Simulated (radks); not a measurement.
Question: Radial electron density D(r) = 4 pi r^2 rho(r) of an atom or ion with 59 electrons. Method: scalar-relativistic Kohn-Sham, PBE, spin-polarised, spherical densities, finite nucleus; Fermi nuclear charge, rms radius of each element as measured or else 0.836 A^(1/3) + 0.57 fm; computed with a radial shooting solver on a logarithmic mesh with Libxc functionals.

r (bohr)  D(r) (e/bohr)  spin D(r)
0.002448          13.33   0.000958
0.00285           16.69    0.00119
0.003317          20.73    0.00147
0.003862          25.51    0.00180
0.004496          31.06    0.00217
0.005234          37.36    0.00259
0.006093          44.28    0.00302
0.00715           52.02    0.00349
0.008324          59.44    0.00391
0.009691          66.43    0.00426
0.01128           72.43    0.00452
0.01313           76.82    0.00466
0.01529           79.10    0.00472
0.0178            79.06    0.00476
0.02072           76.94    0.00496
0.02412           73.66    0.00561
0.02831           70.60    0.00712
0.03296           69.96    0.00962
0.03837           73.06     0.0131
0.04466           80.26     0.0170
0.052             90.16     0.0200
0.06053           99.56     0.0201
0.07047           104.5     0.0160
0.08204           102.5    0.00820
0.09551           94.00   0.000712
0.1121            83.16    0.00217
0.1305            77.49     0.0226
0.1519            79.81     0.0686
0.1768            87.14      0.142
0.2059            91.19      0.243
0.2397            84.44      0.387
0.279             66.95      0.604
0.3248            47.27      0.928
0.3781            35.59       1.36
0.4437            35.13       1.83
0.5166            39.43       2.16
0.6014            39.70       2.27
0.7001            33.17       2.20
0.815             23.57       2.03
0.9488            15.88       1.81
1.105             11.84       1.52
1.286             9.950       1.11
1.497             8.144      0.640
1.757             5.644      0.270
2.045             3.368      0.211
2.381             1.907      0.429
2.772             1.328      0.777
3.227             1.208       1.05
3.756             1.092       1.06
4.373            0.8145      0.809
5.091            0.4733      0.473
5.926            0.2146      0.215
6.955           0.07150     0.0715
8.096           0.01882     0.0188
9.426          0.003521    0.00352
10.97         0.0004465   0.000447

What is the nuclear charge?

Answer: Z = 60. The innermost maximum, from 1s, lies near gamma/Z bohr with gamma = sqrt(1 - (Z/c)^2) = 0.899, here 0.015 bohr (found: 0.0164), and its height grows with Z. The density is that of the neodymium ion Nd+ in [Xe] 4f2 6s1 6p2; the configuration itself is not fixed sharply by these data, and Z only to a few units. D(r) has 4 maxima, at r = 0.0164, 0.0728, 0.204, 0.564 bohr, and minima at 0.0317, 0.135, 0.410 bohr, inside which lie 1.96, 11.16, 29.02 electrons.
